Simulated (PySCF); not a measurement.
**Two-component Hartree-Fock for Sc¹⁷⁺ (scandium, charge +17)**

Start: [He] 2s2. Calculated with PySCF 2.14 in an uncontracted even-tempered set (17 s from 3.8 bohr⁻², ratio 2.4; 11 p from 4.9 bohr⁻², ratio 2.4; 5 d from 16 bohr⁻², ratio 2.6; 4 f from 24 bohr⁻², ratio 2.6): generalised Hartree-Fock with the X2C-1e Hamiltonian and a Gaussian nucleus; one run each with spin-orbit coupling (SO) switched off, then screened by Boettger's factors.

```
spinor shell  electrons  ε, spin-free (eV)  ε, screened SO (eV)  weight of nominal j (screened SO)  rms radius, screened SO (bohr)
       1s1/2          2            -5465.1              -5465.1                              1.000                          0.0834
       2s1/2          2            -1207.5              -1207.5                              1.000                           0.331
```

| quantity | spin-free | screened SO |
| --- | --- | --- |
| E (hartree) | -522.13613 | -522.13613 |
| M_J | 0 | 0 |
| ⟨J²⟩ | 0.000 | 0.000 |
| ⟨L²⟩ | 0.000 | 0.000 |
| ⟨S²⟩ | 0.000 | 0.000 |

Without spin-orbit coupling the j labels of p, d and f shells carry no meaning; the spin-free column gives the mean over the occupied spinors of each nl shell.
